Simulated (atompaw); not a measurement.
## How hard is this Sc (Z = 21) PAW (atompaw) potential?

```json
{
 "Element": "scandium (Sc)",
 "Generator": "atompaw 4.2.0.5",
 "Type": "PAW",
 "Functional": "LDA (PW92)",
 "Relativity": "scalar-relativistic",
 "Frozen core": "[Ne]",
 "Valence charge": "11",
 "Reference configuration": "3s2 3p6 3d1 4s1.75 4p0.25",
 "Partial waves": "3s (bound): rc 1.50 bohr; 4s (bound): rc 1.55 bohr; 3p (bound): rc 1.30 bohr; 4p (bound): rc 2.55 bohr; 3d (bound): rc 2.55 bohr; 3d channel at 0.2 Ry: rc 2.55 bohr",
 "Local potential": "ultrasoft scheme with l = 3 at 1 Ry, radius 2.25 bohr",
 "Core correction": "smooth core density matched at 1.60 bohr",
 "Augmentation charge": "sinc compensation charge, radius 2.40 bohr; PAW radius 2.55 bohr; waves and projectors: custom polynom vanderbiltortho"
}
```

The pseudo-atom Hamiltonian at the reference potential is diagonalised in spherical Bessel functions j_l(qr) that vanish at 20 bohr, with q² up to the cutoff. All-electron valence levels (Ry): 3s -4.0460, 4s -0.3296, 3p -2.4916, 4p -0.1236, 3d -0.2737.

**Question.** How do the lowest levels (Ry) of each channel move with the cutoff, and are there ghosts?

**Answer.**

| cutoff (Ry) | s #1 | s #2 | p #1 | p #2 | p #3 | d #1 | d #2 | f #1 | Σ f·Δε (mRy) |
| --- | --- | --- | --- | --- | --- | --- | --- | --- | --- |
| 8 | -3.8896 | -0.3082 | -0.1240 | 0.0346 | 0.1561 | -0.1996 | 0.0405 | 0.0940 | 14630.1 |
| 12 | -4.0200 | -0.3258 | -1.4147 | -0.1235 | 0.0346 | -0.2705 | 0.0380 | 0.0940 | 6523.4 |
| 21 | -4.0457 | -0.3295 | -2.4101 | -0.1235 | 0.0346 | -0.2733 | 0.0380 | 0.0940 | 490.0 |
| 30 | -4.0458 | -0.3295 | -2.4856 | -0.1235 | 0.0346 | -0.2737 | 0.0379 | 0.0940 | 36.6 |
| 40 | -4.0460 | -0.3296 | -2.4911 | -0.1235 | 0.0346 | -0.2737 | 0.0379 | 0.0940 | 3.2 |
| 50 | -4.0460 | -0.3296 | -2.4912 | -0.1235 | 0.0346 | -0.2737 | 0.0379 | 0.0940 | 2.5 |
| 70 | -4.0460 | -0.3296 | -2.4916 | -0.1235 | 0.0346 | -0.2737 | 0.0379 | 0.0940 | 0.4 |
| 90 | -4.0460 | -0.3296 | -2.4916 | -0.1235 | 0.0346 | -0.2737 | 0.0379 | 0.0940 | 0.1 |
| 400 | -4.0460 | -0.3296 | -2.4916 | -0.1235 | 0.0346 | -0.2737 | 0.0379 | 0.0940 | 0.0 |

Result: no extra level below or beside the all-electron valence levels (s, p, d, f tested); 10 mRy is reached at 35 Ry and 1 mRy at 70 Ry.
